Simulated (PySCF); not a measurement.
# Structure from NMR data

The spectra below were simulated for a compound C$_{6}$H$_{4}$F$_{2}$.

¹H NMR (300 MHz, computed): δ 7.34 (m, 4H).

¹³C{¹H} NMR (computed): δ 168.3 (C, 2C), 122.6 (CH, 4C).

Relativity neglected, no solvent model, fast rotation and ring inversion assumed for equivalent nuclei, one computed conformer. GFN2-xTB structure; σ from GIAO-PBE0/pcSseg-1; PySCF.

Chemical shifts δ = σref − σ; TMS for ¹H (σ = 31.72 ppm), ¹³C (σ = 186.93 ppm), all at this level.

Deduce the structure.

Results:


The formula gives 4 degrees of unsaturation (1 ring in the answer). 2 carbon signals for 6 carbons: some carbons are equivalent by symmetry or fast rotation. Carbon types of the structure: 2 × C, 4 × CH, which accounts for all hydrogens. δC 168.3: aromatic carbon bearing fluorine; σ withdrawal by the attached heteroatom moves it downfield of the ring CH carbons. δC 122.6: aromatic CH. δH 7.34: hydrogen on an aromatic CH; the ring current deshields protons in the ring plane.

The compound is `Fc1ccc(F)cc1`.

This is the structure that produced the data.

Splittings by ¹⁹F in the carbon and heteronuclear signals aren't shown, as no couplings were computed. Shifts are as computed. Against solution values, carbons near 30 ppm lie about +3 ppm off and those near 130 ppm about +5 ppm. Of 1211 compounds with measured shifts, 218 miss one by over three times the rms of a fit or turn the order of signals round; such compounds aren't used in these exercises.
